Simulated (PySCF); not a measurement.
PySCF input for Sn(F)3(SH) (F₃HSSn), SMILES [F][Sn]([F])([F])[SH], PBE-D3(BJ)/def2-SVP. Geometry: PBE-D3(BJ)/def2-SVP. The structure was generated by enumeration; whether it is a known compound was not checked. The def2 effective core potentials stand for the cores of Sn; spin–orbit coupling is left out. Other conformers were not sampled.

```python
import numpy as np
from pyscf import gto, scf, dft, df
from pyscf.hessian import thermo

mol = gto.M(
    atom='''
    F     0.80445534    1.10628597    1.52795008
    Sn    0.00544206    0.22002556   -0.00000000
    F    -1.88246803    0.67401192   -0.00000000
    F     0.80445534    1.10628597   -1.52795007
    S     0.20906579   -2.17056445   -0.00000000
    H    -1.15513939   -2.25150146    0.00000000
    ''',
    basis='def2-SVP',
    ecp={'Sn': 'def2-svp'},
    charge=0,
    spin=0,
    max_memory=1600,
    verbose=3,
)
mf = dft.RKS(mol, xc='pbe').density_fit(auxbasis='def2-universal-jkfit')
mf.disp = 'd3bj'
mf.grids.level = 3
mf.conv_tol = 1e-11
mf.max_cycle = 100
mf.kernel()

# [left out here: the lines that compute and print the analytic Hessian (its translational invariance restored by hand, since the grid's response is missing), thermochemistry and intensities]
```

It prints:

```
converged SCF energy = -911.905682931679

WARN: DFTD3 does not support analytical Hessian, using finite difference


WARN: Mole.unit (angstrom) is changed to Bohr

Mode                                 0                   1                   2
Irrep
Freq [cm^-1]                       76.1911            104.6721            119.4294
Reduced mass [au]                   1.8127             15.5346              3.5191
Force const [Dyne/A]                0.0062              0.1003              0.0296
Char temp [K]                     109.6220            150.5998            171.8323
Normal mode                   x     y     z       x     y     z       x     y     z
       0   F                -0.06  0.06  0.00   -0.01  0.07 -0.02   -0.01  0.10 -0.02
       1  Sn                 0.00 -0.00 -0.00    0.03  0.00 -0.00    0.00  0.00  0.03
       2   F                 0.00 -0.00  0.07   -0.01 -0.15 -0.00   -0.00 -0.00 -0.01
       3   F                 0.06 -0.06  0.00   -0.01  0.07  0.02    0.01 -0.10 -0.02
       4   S                -0.00  0.00 -0.06   -0.09 -0.01  0.00   -0.00 -0.00 -0.07
       5   H                -0.00  0.00  0.73   -0.10  0.12 -0.00   -0.00  0.00 -0.50
Mode                                 3                   4                   5
Irrep
Freq [cm^-1]                      160.3588            167.9579            180.4603
Reduced mass [au]                  20.4535              4.6476             21.2315
Force const [Dyne/A]                0.3099              0.0772              0.4074
Char temp [K]                     230.7205            241.6540            259.6421
Normal mode                   x     y     z       x     y     z       x     y     z
       0   F                 0.11  0.01 -0.08    0.08  0.00 -0.01   -0.02  0.10 -0.07
       1  Sn                -0.03  0.00  0.00    0.00 -0.00  0.03    0.00 -0.04 -0.00
       2   F                -0.05 -0.05 -0.00    0.00  0.00 -0.15    0.04  0.10  0.00
       3   F                 0.11  0.01  0.08   -0.08 -0.00 -0.01   -0.02  0.10  0.07
       4   S                 0.02  0.01 -0.00    0.00 -0.00 -0.03    0.00 -0.04  0.00
       5   H                 0.02 -0.05  0.00    0.00 -0.00  0.42    0.00 -0.05 -0.00
Mode                                 6                   7                   8
Irrep
Freq [cm^-1]                      355.0385            611.6326            635.9423
Reduced mass [au]                  18.1505             19.3427             22.0044
Force const [Dyne/A]                1.3480              4.2633              5.2432
Char temp [K]                     510.8213            880.0031            914.9794
Normal mode                   x     y     z       x     y     z       x     y     z
       0   F                -0.01 -0.01 -0.02   -0.05 -0.05 -0.09    0.06  0.07  0.12
       1  Sn                 0.00 -0.04 -0.00   -0.01  0.03  0.00   -0.00 -0.00 -0.04
       2   F                 0.02  0.00  0.00    0.14 -0.04 -0.00    0.00 -0.00  0.00
       3   F                -0.01 -0.01  0.02   -0.05 -0.05  0.09   -0.06 -0.07  0.12
       4   S                -0.01  0.15  0.00   -0.00 -0.01 -0.00   -0.00  0.00  0.00
       5   H                -0.01  0.17 -0.00    0.00 -0.05  0.00    0.00 -0.00 -0.02
Mode                                 9                  10                  11
Irrep
Freq [cm^-1]                      636.7621            714.9587           2600.0500
Reduced mass [au]                  18.2438              1.0838              1.0383
Force const [Dyne/A]                4.3583              0.3264              4.1355
Char temp [K]                     916.1588           1028.6664           3740.8931
Normal mode                   x     y     z       x     y     z       x     y     z
       0   F                 0.04  0.05  0.08    0.00 -0.00  0.00   -0.00 -0.00 -0.00
       1  Sn                -0.04 -0.01  0.00   -0.01  0.00  0.00    0.00  0.00  0.00
       2   F                 0.15 -0.04 -0.00    0.02  0.00 -0.00    0.00 -0.00 -0.00
       3   F                 0.04  0.05 -0.08    0.00 -0.00 -0.00   -0.00 -0.00  0.00
       4   S                -0.00  0.01  0.00    0.02 -0.03 -0.00    0.03  0.00 -0.00
       5   H                 0.00 -0.10 -0.00   -0.05  0.96  0.00   -0.98 -0.07  0.00
temperature 298.1500 [K]
pressure 101325.00 [Pa]
Rotational constants [GHz] 2.75665 1.65489 1.62345
Symmetry number 1
Zero-point energy (ZPE) 0.01450 [Eh]   38061.905 [J/mol]
                           tot       elec      trans        rot        vib
Entropy [J/mol/K]       378.695      0.000    175.360    117.838     85.497
Cv [J/mol/K]             95.102      0.000     12.472     12.472     70.159
Cp [J/mol/K]            103.416      0.000     20.786     12.472     70.159
Internal energy [J/mol]                      3718.434   3718.434  51014.832
Internal energy [Eh]   -911.88342  -911.90568
Enthalpy [J/mol]                             6197.391   3718.434  51014.832
Enthalpy [Eh]          -911.88248
Gibbs free energy [J/mol]                  -46086.258 -31415.004  25523.982
Gibbs free energy [Eh] -911.92548
mode   freq/cm-1   IR/(km/mol)
   1       76.19         7.491
   2      104.67         4.037
   3      119.43         0.107
   4      160.36        16.165
   5      167.96        31.618
   6      180.46        44.432
   7      355.04        15.616
   8      611.63        42.416
   9      635.94        53.993
  10      636.76        55.602
  11      714.96         5.719
  12     2600.05         5.907
max |gradient| / (hartree/bohr): 0.0001753652398897898
APT charges: [-0.5621  1.8859 -0.557  -0.5621 -0.2907  0.0859]
```

Self-consistency was reached.
